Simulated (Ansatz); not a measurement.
The same path of BFH2O + ClH (7 atoms, charge 0, multiplicity 1) was run twice with different band settings. Lost on the way: Cl6–H7. Made: B1–Cl6, O2–H7.

Method: RKS PBE0/cc-pVDZ in Ansatz.

Relaxed end points:

```xyz
7
Properties=species:S:1:pos:R:3
B -0.098 -0.576 -0.046
O -0.431 0.258 0.972
H -1.164 -0.075 1.503
F 0.904 -0.189 -0.829
H -0.666 -1.619 -0.251
Cl 0.566 3.119 2.066
H 0.244 1.967 1.545
```

```xyz
7
Properties=species:S:1:pos:R:3
B -0.100 0.384 0.001
O -0.361 -0.030 1.638
H -0.567 0.821 2.066
F 1.245 0.140 -0.108
H -0.853 -0.321 -0.618
Cl -0.531 2.173 0.017
H 0.520 -0.282 1.964
```

Common settings: movable images 7; climbing image yes; spring 5.0 eV/Å²; optimiser quadratic models (default); force threshold 0.05 eV/Å; iteration limit 60; end points relaxed.

| run | start path |
| --- | --- |
| 1 | through a guess of the saddle point |
| 2 | straight line |

What does each run give, and how far can it be trusted?

Run 1: converged after 14 iterations, highest image 0.891 eV above the first end. A vibrational analysis at the climbing image gives one clearly imaginary mode, 919i cm⁻¹: a first-order saddle point.
Run 2: converged after 23 iterations, highest image 0.891 eV above the first end. Another band between the same ends (7 images) ends at a top of the same energy, where a vibrational analysis finds 1 clearly imaginary mode.
The orbitals stay closed-shell, which can raise the energy where a bond breaks towards radicals; this wasn't checked here.
